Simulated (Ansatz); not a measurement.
Reactions of `C=N[CH2][GeH3]`.

Program: Ansatz. Geometries: PBE0-D4/def2-TZVP. ΔE: electronic, gas phase. CBS: MP2 limit from def2 TZ/QZ plus the TZ coupled-cluster correction, frozen cores. DFT in def2-TZVPP. For Ge outer-core shells are correlated without core-valence functions, which leaves a few kJ/mol of doubt a bond. Scalar relativity is left out up to krypton. Each species was taken in one conformer, which may not be the lowest.

```json
{"reaction": "`C=N[CH2][GeH3]` → `C=C[NH][GeH3]`", "ωB97M-V (kcal/mol)": "-11.9", "CCSD/CBS(def2) (kcal/mol)": "-11.8"}
{"reaction": "`C=N[CH2][GeH3]` → `C=[N][GeH2][CH3]`", "ωB97M-V (kcal/mol)": "-15.4", "CCSD/CBS(def2) (kcal/mol)": "-15.9"}
{"reaction": "`C=N[CH2][GeH3]` + `O[SiH](O)O` → `O[SiH](O)[O][GeH3]` + `C=NC`", "ωB97M-V (kcal/mol)": "-13.0", "CCSD/CBS(def2) (kcal/mol)": "-12.9"}
{"reaction": "`C=N[CH2][GeH3]` + `O[Si](F)(Cl)Cl` → `F[Si](Cl)(Cl)[O][GeH3]` + `C=NC`", "ωB97M-V (kcal/mol)": "-15.1", "CCSD/CBS(def2) (kcal/mol)": "-15.2"}
{"reaction": "`C=N[CH2][GeH3]` + `NC(F)(F)S` → `N[C](F)(F)[GeH3]` + `C=NCS`", "ωB97M-V (kcal/mol)": "6.0", "CCSD/CBS(def2) (kcal/mol)": "5.7"}
```

(1) Give the CCSD(T)/CBS values in the same order. (An estimate is asked.)

Largest T1 diagnostic: 0.012, for `N[C](F)(F)[GeH3]`.

Results:

(1) The calculation gave: -11.4, -15.8, -12.4, -14.6, 5.7 kcal/mol.
